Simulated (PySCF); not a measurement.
C$_{3}$H$_{9}$GaO, singlet, at a GFN2-xTB geometry (such geometries of metal compounds can be far from the true shape), atoms displaced at random by about 0.03 Å a coordinate; PySCF with PBE/STO-3G, gradient.

Input for PySCF:
```python
from pyscf import gto, scf, dft

mol = gto.M(
    atom='''
Ga    0.03494127   -0.28690442    0.78193162
H    -0.69939455   -1.59179183    0.94526139
C     1.11239786    0.79672543    2.08828504
H     2.14308891    0.86575860    1.80551268
H     1.09982210    0.35489444    3.15478965
H     0.70561103    1.79025772    2.16335076
O     0.08879522    0.53322753   -0.79415258
C    -0.30908461    0.55126337   -2.09640853
C    -1.13615915   -0.78284583   -2.35624971
H    -0.90066356    1.44196809   -2.27708600
H     0.58854646    0.55138139   -2.78622166
H    -2.03835393   -0.76949100   -1.81154362
H    -1.44770968   -0.68923215   -3.44618653
H    -0.54664135   -1.60603801   -2.19340133
''',
    basis='sto-3g',
    verbose=4,
)

mf = dft.RKS(mol)
mf.xc = 'pbe'
mf.kernel()
g = mf.nuc_grad_method()
grad = g.kernel()
```

Output, abridged:

```
PySCF version 2.14.0

[INPUT] verbose = 4
[INPUT] num. atoms = 14
[INPUT] num. electrons = 66
[INPUT] charge = 0
[INPUT] spin (= nelec alpha-beta = 2S) = 0
[INPUT] symmetry False subgroup None
[INPUT] Mole.unit = angstrom
[INPUT] Symbol           X                Y                Z      unit          X                Y                Z       unit  Magmom
[...]
nuclear repulsion = 353.542785407391
number of shells = 29
number of NR pGTOs = 141
number of NR cGTOs = 47
basis = sto-3g
ecp = {}

******** <class 'pyscf.dft.rks.RKS'> ********
method = RKS
initial guess = minao
damping factor = 0
level_shift factor = 0
DIIS = <class 'pyscf.scf.diis.CDIIS'>
diis_start_cycle = 1
diis_space = 8
diis_damp = 0
SCF conv_tol = 1e-09
SCF conv_tol_grad = None
SCF max_cycles = 50
direct_scf = True
direct_scf_tol = 1e-13
XC library pyscf.dft.libxc version 7.1.2
    S. Lehtola, C. Steigemann, M. J. T. Oliveira, and M. A. L. Marques,  SoftwareX 7, 1–5 (2018)
XC functionals = pbe
    J. P. Perdew, K. Burke, and M. Ernzerhof,  Phys. Rev. Lett. 77, 3865 (1996)
    J. P. Perdew, K. Burke, and M. Ernzerhof,  Phys. Rev. Lett. 78, 1396 (1997)
    J. P. Perdew, K. Burke, and M. Ernzerhof,  Phys. Rev. Lett. 77, 3865 (1996)
    J. P. Perdew, K. Burke, and M. Ernzerhof,  Phys. Rev. Lett. 78, 1396 (1997)
radial grids:
    Treutler-Ahlrichs [JCP 102, 346 (1995); DOI:10.1063/1.469408] (M4) radial grids

becke partition: Becke, JCP 88, 2547 (1988); DOI:10.1063/1.454033
pruning grids: <function nwchem_prune>
grids dens level: 3
symmetrized grids: False
atomic radii adjust function: <function treutler_atomic_radii_adjust>
small_rho_cutoff = 0
Set gradient conv threshold to 3.16228e-05
Initial guess from minao.
tot grids = 165616
init E= -2092.20759899992
[...]
cycle= 1 E= -2093.87478961586  delta_E= -1.67  |g|= 0.774  |ddm|= 4.37
[...]
cycle= 2 E= -2055.60402900384  delta_E= 38.3  |g|= 10.5  |ddm|= 10.8
[...]
cycle= 3 E= -2092.9072885244  delta_E= -37.3  |g|= 1.86  |ddm|=  9.5
[...]
cycle= 4 E= -2091.95132829844  delta_E= 0.956  |g|= 2.47  |ddm|= 3.67
[...]
cycle= 5 E= -2092.33852400314  delta_E= -0.387  |g|= 2.08  |ddm|= 0.885
[...]
cycle= 6 E= -2092.52372130052  delta_E= -0.185  |g|=  1.8  |ddm|=  2.4
[...]
cycle= 7 E= -2094.09158453697  delta_E= -1.57  |g|= 0.312  |ddm|=  3.3
[...]
cycle= 8 E= -2092.71633292663  delta_E= 1.38  |g|= 1.78  |ddm|= 3.34
[...]
cycle= 9 E= -2092.71922631311  delta_E= -0.00289  |g|= 1.76  |ddm|= 0.516
[...]
[...]
[...]
cycle= 34 E= -2092.17475510964  delta_E= 0.052  |g|= 2.35  |ddm|= 0.425
[...]
cycle= 35 E= -2092.06598180044  delta_E= 0.109  |g|= 2.35  |ddm|= 4.44
[...]
cycle= 36 E= -2093.8709001714  delta_E= -1.8  |g|= 0.588  |ddm|= 2.86
[...]
cycle= 37 E= -2094.08759089748  delta_E= -0.217  |g|= 0.39  |ddm|=  1.8
[...]
cycle= 38 E= -2092.7372007013  delta_E= 1.35  |g|=  1.7  |ddm|= 3.28
[...]
cycle= 39 E= -2094.13317990113  delta_E= -1.4  |g|= 0.112  |ddm|= 3.25
[...]
cycle= 40 E= -2093.0097978042  delta_E= 1.12  |g|= 1.46  |ddm|= 3.24
[...]
cycle= 41 E= -2094.13387096928  delta_E= -1.12  |g|= 0.0692  |ddm|= 3.02
[...]
cycle= 42 E= -2093.59848732404  delta_E= 0.535  |g|=  1.3  |ddm|= 2.89
[...]
cycle= 43 E= -2094.13098829947  delta_E= -0.533  |g|= 0.108  |ddm|= 1.86
[...]
cycle= 44 E= -2094.13664236683  delta_E= -0.00565  |g|= 0.0506  |ddm|= 0.589
[...]
cycle= 45 E= -2094.13698564136  delta_E= -0.000343  |g|= 0.0482  |ddm|= 0.369
[...]
cycle= 46 E= -2094.13667112286  delta_E= 0.000315  |g|= 0.0548  |ddm|= 0.0555
[...]
cycle= 47 E= -2094.13708426779  delta_E= -0.000413  |g|= 0.02  |ddm|= 0.519
[...]
cycle= 48 E= -2094.13682023047  delta_E= 0.000264  |g|= 0.0501  |ddm|= 0.295
[...]
cycle= 49 E= -2094.13705098062  delta_E= -0.000231  |g|= 0.0139  |ddm|= 0.636
[...]
cycle= 50 E= -2094.13641306554  delta_E= 0.000638  |g|= 0.032  |ddm|= 0.215
SCF not converged.
SCF energy = -2094.13641306554

WARN: Ground state RKS not converged

******** <class 'pyscf.grad.rks.Gradients'> for <class 'pyscf.dft.rks.RKS'> ********
unit = Eh/Bohr
grid_response = False
--------------- RKS gradients ---------------
         x                y                z
0 Ga     0.0015151721    -0.0189209516     0.0509195683
1 H    -0.0240682755    -0.0429570200     0.0106526365
2 C     0.0428441933     0.0563524587    -0.0002184947
3 H    -0.0252075372    -0.0029425814     0.0096582440
4 H     0.0027899058    -0.0093876001     0.0326411190
5 H     0.0059638367    -0.0238402884    -0.0021093728
6 O    -0.0413561189     0.0134242909    -0.1708406402
7 C     0.0080944862     0.0652934843     0.0337103731
8 C     0.0196079441    -0.0890479799     0.0878005444
9 H     0.0179727160    -0.0230456568     0.0104006945
10 H     0.0049277622    -0.0033827288    -0.0029682092
11 H     0.0322214101     0.0035982539    -0.0302167430
12 H    -0.0064182377     0.0151911277    -0.0173941790
13 H    -0.0387669365     0.0596786992    -0.0121067712
----------------------------------------------
```

Convergence was not reached.
